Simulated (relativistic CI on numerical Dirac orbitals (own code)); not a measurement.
## d2 in a ligand field

Computed with a parametric ligand-field model of a d^n configuration (Racah B and C, spin-orbit zeta, crystal field), exact diagonalisation.

Field parameters in Wybourne normalisation: Oh B⁴₀ = 21Dq, B⁴₄ = √(5/14) B⁴₀; Td as Oh with Dq negative (B⁴₀ = 21Dq, B⁴₄ = √(5/14) B⁴₀). The field is a parameter set, without covalency.

(1) Lowest levels for B = 670, C = 2780, ζ = 620 cm⁻¹, Oh, 10Dq = 35800 cm⁻¹?

(2) Lowest levels for B = 390, C = 1910, ζ = 340 cm⁻¹, Td, 10Dq = -4800 cm⁻¹?

(3) Lowest levels for B = 800, C = 3780, ζ = 840 cm⁻¹, Oh, 10Dq = 37400 cm⁻¹?

(4) Lowest levels for B = 1040, C = 3890, ζ = 880 cm⁻¹, Oh, 10Dq = 11500 cm⁻¹?

(5) Lowest levels for B = 820, C = 3100, ζ = 700 cm⁻¹, Oh, 10Dq = 7500 cm⁻¹?

## Answers

(1) E 0 (S 1.00), T2 15 (S 1.00), T1 770 (S 1.00), A1 1113 (S 1.00), T2 10218 (S 0.01), E 10312 (S 0.01), A1 23274 (S 0.01), A2 34283 (S 1.00), T2 34442 (S 1.00) cm⁻¹, with S from ⟨S²⟩ = S(S + 1). The ground level has 0.01 electrons in the cubic e pair.

(2) T2 0 (S 1.00), A2 4690 (S 1.00), E 4731 (S 0.97), T2 4772 (S 1.00), T1 4909 (S 1.00), E 6807 (S 0.26), T2 7609 (S 1.00), E 7761 (S 0.92), T1 7940 (S 1.00) cm⁻¹, with S from ⟨S²⟩ = S(S + 1). The ground level has 1.99 electrons in the cubic e pair.

(3) E 0 (S 1.00), T2 26 (S 1.00), T1 1067 (S 1.00), A1 1542 (S 1.00), T2 13221 (S 0.01), E 13359 (S 0.01), A1 29564 (S 0.01), A2 35683 (S 1.00), T2 35907 (S 1.00) cm⁻¹, with S from ⟨S²⟩ = S(S + 1). The ground level has 0.01 electrons in the cubic e pair.

(4) E 0 (S 1.00), T2 129 (S 1.00), T1 1406 (S 1.00), A1 2069 (S 1.00), T2 10461 (S 0.97), A2 10537 (S 1.00), T1 11249 (S 1.00), E 11340 (S 1.00), T2 15665 (S 0.10) cm⁻¹, with S from ⟨S²⟩ = S(S + 1). The ground level has 0.09 electrons in the cubic e pair.

(5) E 0 (S 1.00), T2 124 (S 1.00), T1 1153 (S 1.00), A1 1703 (S 1.00), T2 6886 (S 0.98), A2 6907 (S 1.00), T1 7486 (S 1.00), E 7576 (S 1.00), T2 12350 (S 0.08) cm⁻¹, with S from ⟨S²⟩ = S(S + 1). The ground level has 0.11 electrons in the cubic e pair.
